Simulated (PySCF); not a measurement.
# SiSn, MP2: how much the basis matters

PySCF, UHF reference; triplet, unpaired electrons π ↑↑; De to Si + Sn without counterpoise correction. Frozen cores follow the default of each basis and core potential.

| basis | relativity | functions | Re (Å) | ωe (cm⁻¹) | De (eV) | frozen orbitals |
| --- | --- | --- | --- | --- | --- | --- |
| cc-pV(D+d)Z/cc-pVDZ-PP | scalar-relativistic core potentials | 46 | 2.536 | 347 | 2.19 | 9 |
| x2c-SVPall | spin-free X2C | 54 | 2.520 | 354 | 2.23 | 23 |
| def2-SVPD | scalar-relativistic core potentials | 56 | 2.530 | 349 | 2.29 | 9 |
| def2-TZVPP | scalar-relativistic core potentials | 92 | 2.498 | 358 | 2.50 | 9 |

How does each smaller set differ from the one with most functions, def2-TZVPP?

cc-pV(D+d)Z/cc-pVDZ-PP: +3.8 pm, -3.1 % in ωe, -0.31 eV in De; x2c-SVPall: +2.2 pm, -1.1 % in ωe, -0.27 eV in De; def2-SVPD: +3.2 pm, -2.5 % in ωe, -0.21 eV in De. All at MP2; the set with most functions is neither the basis-set limit nor always the best. The rows treat relativity differently, so the differences are not basis effects alone.

Correlated steps freeze the inner cores (9 to 23 orbitals); shallow outer-core shells are correlated. Correlated levels converge slowly with the basis: in double zeta they bind strong bonds too weakly, by up to about 1 eV, and carry superposition errors of some tenths. Spin–orbit coupling is left out, which matters for elements this heavy, above all for dissociation energies. The state is the lowest determinant that a PBE0 search found; another state may lie lower at other levels.
